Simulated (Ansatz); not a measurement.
Relaxation of CH2AlFO (6 atoms, charge 0, multiplicity 1), to a largest force component of 0.02 eV/Å in at most 50 steps.

The calculation used Ansatz 0.2.0, RKS B3LYP/def2-SVP.

```xyz
6
Properties=species:S:1:pos:R:3
F -0.421 -2.585 0.655
Al -0.252 -1.019 0.191
C 0.383 0.755 0.005
O -0.893 0.204 -0.750
H 1.108 1.066 -0.737
H 0.281 -1.843 1.378
```

Task: Where does it end, and by what steps?

Result: The run converged. After 12 steps the energy has fallen by 6.772 eV; F1 moved furthest, 1.00 Å.

```csv
step,energy less start (eV),largest force component (eV/Å),accepted
0,0.0000,4.931,yes
1,-1.2308,3.060,yes
2,-3.1736,3.586,yes
3,-4.4468,2.960,yes
4,-5.3111,2.679,yes
5,-5.9490,1.970,yes
6,-6.3927,1.576,yes
7,-6.6633,0.682,yes
8,-6.7643,0.420,yes
9,-6.7663,0.397,yes
10,-6.7718,0.067,yes
11,-6.7721,0.038,yes
12,-6.7722,0.010,yes
```

```xyz
6
Properties=species:S:1:pos:R:3
F -0.629 -2.570 -0.325
Al -0.008 -1.292 0.550
C 0.444 0.304 -0.460
O -0.730 0.431 -0.020
H 0.845 1.135 -1.082
H 0.286 -1.431 2.079
```

Whether the end is a true minimum wasn't checked by a vibrational analysis.

The run took 35 s on 1 thread of Arm Neoverse V1, with other jobs on the host, peak memory 0.16 GiB.
